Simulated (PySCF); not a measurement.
Isomers C$_{6}$H$_{3}$NO$_{2}$:

A. `N#Cc1ccc(=O)oc1`
B. SMILES C=C1C(C#N)=C1OC=O
C. `N#CC#C/C=C\C(=O)O`

Spectrum 1. ¹H NMR (300 MHz, computed): δ 6.87 (d, 1H), 6.50 (d, 1H), 6.33 (br s, 1H). ¹³C{¹H} NMR (computed): δ 168.8 (C), 146.2 (CH), 130.8 (CH), 111.2 (C), 94.3 (C), 79.8 (C).

Spectrum 2. ¹H NMR (300 MHz, computed): δ 8.17 (s, 1H), 4.54 (m, 1H), 4.37 (m, 1H). ¹³C{¹H} NMR (computed): δ 159.9 (CH), 150.5 (C), 118.8 (C), 112.2 (C), 98.1 (C), 72.1 (CH2).

Spectrum 3. ¹H NMR (300 MHz, computed): δ 8.18 (s, 1H), 7.48 (d, 1H), 6.51 (d, 1H). ¹³C{¹H} NMR (computed): δ 170.8 (CH), 161.0 (C), 150.1 (CH), 123.6 (CH), 119.2 (C), 99.1 (C).

Theoretical values (PySCF 2.14): shielding tensors at PBE0/pcSseg-1 (GIAO), GFN2-xTB structure. Equivalent nuclei averaged, non-relativistic, in vacuum, a single conformation.

Scale: TMS for ¹H (σref 31.72) and ¹³C (σref 186.93) (reference shieldings calculated alike). Where no couplings were computed, multiplicities follow the n + 1 count of equivalent neighbours, and m marks all less simple cases (inequivalent or close neighbours, rings, F or P nearby). Acid and N–H amide carbonyl carbons lie up to 10 ppm further downfield in solution (hydrogen bonding). Shifts are as computed. Against solution values, carbons near 30 ppm lie about +3 ppm off and those near 130 ppm about +5 ppm (rms about the fit 2.1 ppm; single classes can miss by 10 ppm). Of 1328 compounds with measured shifts, 309 miss one by over three times the rms of a fit or turn the order of signals round; such compounds aren't used in these exercises. Signals without a measured value on file couldn't be tested in this way; 1H shifts scatter by 0.2 ppm about their fit, and single ones miss by 0.5 ppm. OH and NH positions are gas-phase values without hydrogen bonding to other molecules.

**Question.** Which spectrum belongs to which compound?

**Answer.** 1–C, 2–B, 3–A.

- Spectrum 1 (C): 6 ¹³C signals; δC 168.8 is a carboxylic acid carbon; δC 146.2 is an α carbon of a C=C–C=O unit.
- Spectrum 2 (B): 6 ¹³C signals; δC 159.9 is an ester carbonyl carbon; δC 150.5 is an alkene carbon bearing oxygen.
- Spectrum 3 (A): 6 ¹³C signals; δC 119.2 is a nitrile carbon; δC 170.8 is a unsaturated ring CH.
